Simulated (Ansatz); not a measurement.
```yaml
crystal:
  periodic: [false, false, false]
  atoms:
    - {symbol: O, position_ang: [1.684871, -1.147720, -1.173355]}
    - {symbol: B, position_ang: [0.730884, -0.494419, -0.488304]}
    - {symbol: N, position_ang: [-0.550968, 0.099175, -0.779561]}
    - {symbol: B, position_ang: [-0.480059, 0.393666, 0.619751]}
    - {symbol: S, position_ang: [-1.589180, 1.237122, 1.749660]}
    - {symbol: O, position_ang: [0.770286, -0.191691, 0.888449]}
    - {symbol: H, position_ang: [1.486302, -1.264023, -2.104402]}
    - {symbol: H, position_ang: [-1.177739, 0.249175, -1.542649]}
    - {symbol: H, position_ang: [-0.785899, 1.072415, 2.813310]}
basis:
  gaussian: {orbitals: x2c-TZVPPall, fitting: {mean_field: def2-universal-jkfit}}
total_charge: 1
magnetization: {spin_polarized: true, initial_magnetization: 2}
hamiltonian: {xc: {name: PBE0-DH}}
scf: {lower_state_search: off}
output: {forces: true}
```

```sh
$ ansatz run in.yaml --threads 4 --pin off --events-out ev --progress --plain --max-ram 10444MiB
```

Output, abridged:

```
Error: a molecule whose nuclei and cores have a total charge of 52 cannot have a net charge of 1 together with 2 unpaired electrons
```

**Question.** Something in this input is off. What?

**Answer.** The number of unpaired electrons doesn't fit the electron count. The program refused the input.
